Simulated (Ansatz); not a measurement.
`CO[SiH](F)[SiH3]` + CH₃NH₂ → `CN[SiH](F)OC` + SiH₄ at 600 K and 1 bar (cleavage of the Si–Si bond).

Computed with Ansatz on PBE0-D4/def2-TZVP structures; ΔE is electronic, products minus reactants. CBS: MP2 limit from def2 TZ/QZ plus the TZ coupled-cluster correction, frozen cores. This one scheme is used for every species. One conformer a species, not always the lowest.

| species | CCSD(T)/CBS energy (Eh) | H − E (kJ/mol) | S (J/(mol·K)) |
| --- | --- | --- | --- |
| `CO[SiH](F)[SiH3]` | -795.47815 | 280.0 | 488.3 |
| CH₃NH₂ | -95.75281 | 199.3 | 283.8 |
| `CN[SiH](F)OC` | -599.80104 | 363.2 | 502.6 |
| SiH₄ | -291.46306 | 108.7 | 242.3 |

H − E and S are ideal-gas, rigid-rotor, harmonic terms from PBE0-D4/def2-TZVP, for one conformer and one mirror image of each species. 1 Eh = 2625.50 kJ/mol, R = 8.31446 J/(mol·K).

**Question.** By hand: ΔE, ΔH, ΔS and ΔG.

**Answer.** ΔE = (-599.80104) + (-291.46306) − (-795.47815) − (-95.75281) = -0.03314 Eh = -87.0 kJ/mol. Δ(H − E) = 363.2 + 108.7 − 280.0 − 199.3 = -7.4, so ΔH = -94.4 kJ/mol. ΔS = 502.6 + 242.3 − 488.3 − 283.8 = -27.2 J/(mol·K). ΔG = -94.4 − 600 × (-27.2)/1000 = -78.1 kJ/mol.

**Question.** By hand: the equilibrium constant, and the temperature at which ΔG would vanish if ΔH and ΔS stayed fixed.

**Answer.** log₁₀ K = −ΔG/(RT ln 10) = 6.8. ΔG = 0 at ΔH/ΔS = 3471 K, far beyond where these terms or the molecules hold.

ΔH outweighs TΔS. A doubt of 5 kJ/mol in ΔE shifts log₁₀ K by 0.4 here. Other conformers and mirror images would add mixing entropy, several J/(mol·K) or more a flexible species. These are equilibria of isolated gas molecules and say nothing of rates. Largest T1 diagnostic: 0.012 (customary marks: 0.02 for closed shells, 0.045 for open ones).
